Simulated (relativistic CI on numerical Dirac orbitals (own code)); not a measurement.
**V2+ in a cubic cluster: 3s photoemission with charge transfer**

Computed with a charge-transfer multiplet model of a cubic metal-ligand cluster with up to 2 ligand holes, Slater and spin-orbit integrals from Dirac-Coulomb-Breit ions, Slater integrals scaled by 0.7. The parameters are those of a tetrahedral site (10Dq negative, t2 hopping the larger). The ground state mixes d3 with configurations of k ligand holes L, whose averages lie at kΔ + k(k − 1)U_dd/2; a core hole lowers each added d electron by U_cd. 300 K, Lorentzian 1.4 eV and Gaussian 0.8 eV FWHM.

Atomic integrals in eV (Slater integrals scaled, ζ unscaled), ground: F2dd 6.242, F4dd 3.880, zeta_d 0.019; with the core hole: F2dd 7.136, F4dd 4.475, zeta_d 0.026, G2cd 7.352.

Cluster parameters (eV): Δ = 4.1, U_cd = 6.2, 10Dq = -0.4, 10Dq(ligand) = 0, V(eg) = 0.93, V(t2g) = -1.57, final-state hopping factor = 0.8.

| Case | n_d | d3 | d4L | d5L2 | S |
| --- | --- | --- | --- | --- | --- |
| U_dd = 5.2 eV | 3.37 | 0.66 | 0.32 | 0.03 | 1.50 |
| U_dd = 5.9 eV | 3.36 | 0.66 | 0.31 | 0.03 | 1.50 |
| U_dd = 6.6 eV | 3.36 | 0.66 | 0.31 | 0.02 | 1.50 |

Weights, n_d and S are thermal averages at 300 K. Binding energies count from the first peak over 30 % of the highest in each spectrum, which can be another peak from case to case. The parameters are a model scan and need not match a compound or its usual spin state. Peaks in eV (height, largest 100):
- U_dd = 5.2 eV: 0.0 (96), 3.2 (57), 6.9 (100), 12.8 (25)
- U_dd = 5.9 eV: 0.0 (100), 3.4 (56), 6.9 (99), 12.8 (24)
- U_dd = 6.6 eV: 0.0 (100), 3.5 (54), 6.9 (95), 12.8 (22)

Curve for U_dd = 6.6 eV (points under 2 left out, the grid thinned):

```
E (eV)  Intensity
  -3.6        5.4
  -3.1        6.9
  -2.7        8.8
  -2.2       12.5
  -1.7       19.4
  -1.3       29.8
  -0.8       54.8
  -0.3       89.4
   0.1       99.8
   0.6       76.0
   1.1       46.7
   1.6       32.2
   2.0       29.2
   2.5       34.1
   3.0       46.8
   3.4       53.6
   3.9       49.6
   4.4       41.7
   4.8       37.7
   5.3       37.2
   5.8       46.9
   6.2       65.6
   6.7       91.3
   7.2       88.2
   7.6       66.4
   8.1       39.9
   8.6       24.4
   9.0       17.8
   9.5       13.3
  10.0       11.0
  10.4       10.2
  10.9       10.6
  11.4       13.0
  11.8       15.9
  12.3       20.2
  12.8       22.5
  13.3       19.5
  13.7       14.6
  14.2        9.2
  14.7        6.0
  15.1        4.5
  15.6        3.4
  16.1        2.8
  16.5        2.4
  17.0        2.0
```

For the case U_dd = 5.2 eV, Δ = 4.1 eV is smaller than U_dd = 5.2 eV, the charge-transfer side of the Zaanen-Sawatzky-Allen scheme. With the core hole the average of the configuration with one ligand hole lies at Δ − U_cd = -2.1 eV before mixing: the effective hopping of about 2.9 eV (from the holes of the mixed ground state) is comparable with this gap or larger, so the configurations mix strongly.

Without intra-shell correlation the exchange splitting of the 3s hole comes out too large.
